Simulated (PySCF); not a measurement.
**Optical rotation: SMILES [C@H]12CC=C(C#N)[C@H]1[C@@H]2F, C7H6FN**

Geometry:
| atom | x (Å) | y (Å) | z (Å) |
| --- | --- | --- | --- |
| N1 | 2.779 | 0.568 | -2.354 |
| C2 | 1.988 | 0.310 | -1.564 |
| C3 | 1.016 | 0.010 | -0.594 |
| C4 | 0.781 | -1.191 | -0.048 |
| C5 | -0.296 | -1.144 | 0.992 |
| C6 | -0.769 | 0.298 | 0.955 |
| C7 | -1.356 | 0.765 | -0.338 |
| F8 | -2.214 | 1.819 | -0.293 |
| C9 | 0.093 | 1.040 | -0.047 |
| H10 | 1.298 | -2.101 | -0.295 |
| H11 | 0.106 | -1.411 | 1.973 |
| H12 | -1.098 | -1.850 | 0.765 |
| H13 | -1.107 | 0.767 | 1.867 |
| H14 | -1.648 | 0.069 | -1.116 |
| H15 | 0.423 | 2.060 | 0.075 |

Theory: TDDFT LC-wPBE/aug-cc-pVDZ circular dichroism and optical rotation, one conformer, gas phase (PySCF). Geometry: GFN2-xTB.

Stereocentres: C6 S, C7 R, C9 S.

Task: Give the optical rotatory dispersion at 633, 589.3, 546, 436, 405, 365, 355 nm.

Result: [α] in deg dm⁻¹ (g/mL)⁻¹:
| λ (nm) | origin-invariant length gauge | modified velocity gauge | length gauge (centre of mass) | isotropic polarisability (au) |
| --- | --- | --- | --- | --- |
| 633 | -90.1 | -93.9 | -90.1 | 81.4 |
| 589.3 | -108.4 | -112.8 | -108.4 | 81.7 |
| 546 | -133.0 | -138.1 | -133.0 | 82.1 |
| 436 | -258.2 | -266.2 | -258.4 | 84.0 |
| 405 | -329.7 | -338.9 | -330.1 | 84.8 |
| 365 | -480.7 | -491.7 | -481.3 | 86.4 |
| 355 | -535.8 | -547.3 | -536.6 | 86.9 |

Task: And for the mirror image at 589.3 nm?

Result: +108.4 deg dm⁻¹ (g/mL)⁻¹ (origin-invariant length gauge): the same size and the opposite sign.

Task: What is the molar rotation [Φ] = [α]·M/100 of the geometry above at 589.3 nm?

Result: With M = 123.13 g/mol, -133.4 deg cm² dmol⁻¹ (origin-invariant length gauge).

The first excitation lies at 5.81 eV (213 nm) with R = -24.5 × 10⁻⁴⁰ esu² cm² (velocity form).
